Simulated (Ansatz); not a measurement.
`[OH][Mo]([OH])(=[S])([Cl])[Cl]` and `[OH][Mo]([OH])([OH])(=[S])[Cl]` differ in one atom or group.

Ansatz, PBE0-D4/def2-TZVP geometries, multiplicity 1. Each molecule was computed in one conformer, which needn't be the lowest.

Elements past krypton have def2 core potentials.

```csv
property,`[OH][Mo]([OH])(=[S])([Cl])[Cl]`
HOMO–LUMO gap (ωB97M-V/def2-TZVPP) / eV,8.80
"ideal-gas entropy at 298 K and 1 bar (rigid rotor, harmonic PBE0-D4/def2-TZVP) / J/(mol·K)",393
HOMO–LUMO gap (PBE/def2-TZVPP) / eV,2.56
HOMO–LUMO gap (B3LYP/def2-TZVPP) / eV,4.14
LUMO energy (PBE0/def2-TZVPP) / eV,-3.86
size of the dipole moment (B3LYP/def2-TZVPP) / D,0.88
```

Task: Give the same properties after the change, and the shifts. (An estimate is asked.)

Result: Computed: 
| property | `[OH][Mo]([OH])([OH])(=[S])[Cl]` | shift |
| --- | --- | --- |
| HOMO–LUMO gap (ωB97M-V/def2-TZVPP) / eV | 8.77 | -0.03 |
| ideal-gas entropy at 298 K and 1 bar (rigid rotor, harmonic PBE0-D4/def2-TZVP) / J/(mol·K) | 401 | 8 |
| HOMO–LUMO gap (PBE/def2-TZVPP) / eV | 2.78 | 0.22 |
| HOMO–LUMO gap (B3LYP/def2-TZVPP) / eV | 4.25 | 0.11 |
| LUMO energy (PBE0/def2-TZVPP) / eV | -3.52 | 0.34 |
| size of the dipole moment (B3LYP/def2-TZVPP) / D | 1.69 | 0.81 |

With PBE0 the HOMO rises by 0.25 eV and the LUMO rises by 0.34 eV, so the gap widens by about 0.09 eV. PBE moves the HOMO by 0.26 eV and ωB97M-V by 0.27 eV. The zero-point energy changes by 30.0 kJ/mol with +3 modes. Dipoles are sizes alone; their direction can turn.

B3LYP here is the variant with VWN-RPA as its local correlation; programs differ in this.
